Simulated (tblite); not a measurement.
Species: C6H10B2F2.
Atom-mapped SMILES: `[CH3:1][B:2]([CH2:3][CH2:4][B:5]([F:6])[F:7])[CH:8]1[CH:9]=[CH:10]1` (hydrogens: H11, H12, H13 on C1; H14, H15 on C3; H16, H17 on C4; H18 on C8; H19 on C9; H20 on C10)

Computed with GFN2-xTB (tblite), gas phase: L-BFGS steps from a force-field or distance-geometry start until the largest atomic force falls under 0.01 eV/Å.

Step 98: E = -812.5444 eV
```
atom  x, y, z in Å  |  force x, y, z in eV/Å
C1      1.0997    1.9737   -0.0810   -0.004   0.020  -0.013
B2      0.3271    0.6072   -0.2590   -0.030   0.001  -0.038
C3     -1.1199    0.6391   -0.9094    0.004   0.010  -0.004
C4     -1.9164   -0.6826   -0.8686    0.007   0.047  -0.051
B5     -2.0294   -1.3051    0.5759    0.014   0.041  -0.071
F6     -2.0731   -0.5823    1.6776    0.006   0.029   0.052
F7     -2.1236   -2.6031    0.8040   -0.014  -0.038  -0.010
C8      0.9906   -0.7069    0.2044   -0.088   0.046  -0.028
C9      2.5105   -0.8217    0.3633    0.064   0.000  -0.114
C10     1.8602   -0.7135    1.4655    0.007  -0.016   0.106
H11     1.9370    2.0435   -0.7740    0.031  -0.054  -0.003
H12     1.5283    2.0616    0.9151    0.021   0.017   0.016
H13     0.4754    2.8441   -0.2571   -0.021   0.061   0.018
H14    -1.0356    0.9630   -1.9530   -0.015  -0.026   0.048
H15    -1.7119    1.4188   -0.4199    0.025  -0.067   0.016
H16    -1.4617   -1.4004   -1.5532   -0.023  -0.020   0.005
H17    -2.9223   -0.4910   -1.2575    0.003  -0.042   0.009
H18     0.4770   -1.6523    0.0105    0.030   0.007  -0.005
H19     3.4010   -0.9110   -0.2074   -0.028  -0.022   0.035
H20     1.7820   -0.6702    2.5211    0.012   0.007   0.032
```

Step 99: E = -812.5454 eV
```
atom  x, y, z in Å  |  force x, y, z in eV/Å
C1      1.1021    1.9738   -0.0860   -0.006   0.022  -0.008
B2      0.3276    0.6073   -0.2600   -0.017   0.008  -0.039
C3     -1.1201    0.6392   -0.9076   -0.001   0.012  -0.008
C4     -1.9174   -0.6811   -0.8687    0.006   0.030  -0.033
B5     -2.0282   -1.3095    0.5732    0.013   0.026  -0.002
F6     -2.0567   -0.5923    1.6812    0.007  -0.015  -0.014
F7     -2.1372   -2.6089    0.7940   -0.010   0.013  -0.013
C8      0.9907   -0.7059    0.2056   -0.065   0.039  -0.021
C9      2.5104   -0.8205    0.3677    0.053   0.015  -0.097
C10     1.8583   -0.7108    1.4690    0.001  -0.023   0.095
H11     1.9411    2.0399   -0.7780    0.016  -0.051   0.006
H12     1.5290    2.0645    0.9108    0.020   0.014   0.008
H13     0.4783    2.8445   -0.2648   -0.010   0.052   0.013
H14    -1.0401    0.9655   -1.9504   -0.008  -0.016   0.040
H15    -1.7101    1.4172   -0.4137    0.017  -0.055   0.019
H16    -1.4662   -1.3976   -1.5570   -0.023  -0.019   0.005
H17    -2.9250   -0.4884   -1.2522    0.000  -0.037  -0.001
H18     0.4788   -1.6519    0.0100    0.023   0.005   0.002
H19     3.4025   -0.9067   -0.2010   -0.029  -0.026   0.036
H20     1.7770   -0.6675    2.5249    0.015   0.006   0.012
```

Question: Estimate the geometry and energy of step 100. (The exact step hangs on the optimiser's Hessian estimate; all steps are aligned on step 99, rigid shifts and turns removed.)

Answer: E = -812.5469 eV, largest force 0.105 eV/Å
```
atom  x, y, z in Å  |  force x, y, z in eV/Å
C1      1.1067    1.9743   -0.0940   -0.011   0.023   0.005
B2      0.3289    0.6076   -0.2633    0.013   0.024  -0.015
C3     -1.1202    0.6382   -0.9045   -0.017   0.014  -0.012
C4     -1.9174   -0.6801   -0.8704   -0.003  -0.012   0.011
B5     -2.0301   -1.3155    0.5671    0.017  -0.016   0.098
F6     -2.0326   -0.6078    1.6840    0.004  -0.059  -0.087
F7     -2.1705   -2.6154    0.7772    0.000   0.080  -0.016
C8      0.9900   -0.7033    0.2089    0.012   0.017   0.007
C9      2.5103   -0.8169    0.3722    0.022   0.038  -0.025
C10     1.8586   -0.7054    1.4746   -0.009  -0.031   0.019
H11     1.9495    2.0327   -0.7835   -0.016  -0.037   0.019
H12     1.5313    2.0688    0.9043    0.009   0.004  -0.016
H13     0.4845    2.8467   -0.2762    0.019   0.023   0.000
H14    -1.0520    0.9716   -1.9444    0.009   0.014   0.009
H15    -1.7064    1.4091   -0.3975   -0.005  -0.014   0.023
H16    -1.4704   -1.3958   -1.5617   -0.013  -0.023  -0.011
H17    -2.9272   -0.4882   -1.2471   -0.012  -0.019  -0.027
H18     0.4815   -1.6507    0.0127    0.009   0.003   0.010
H19     3.4059   -0.8974   -0.1926   -0.048  -0.033   0.034
H20     1.7744   -0.6619    2.5311    0.019   0.004  -0.023
```

The energy changes by -0.0015 eV. The first-order estimate −F·Δx gives -0.0026 eV and the mean of the old and new forces, exact on a quadratic surface, -0.0015 eV. The step makes an angle of 80° with the force vector and moves no atom by more than 0.038 Å.

The cost below is that of the whole relaxation. Time: 1.4 s. Hardware: Arm Neoverse V1, one thread, no GPU, shared host with 32 logical CPUs at a one-minute load of 19.
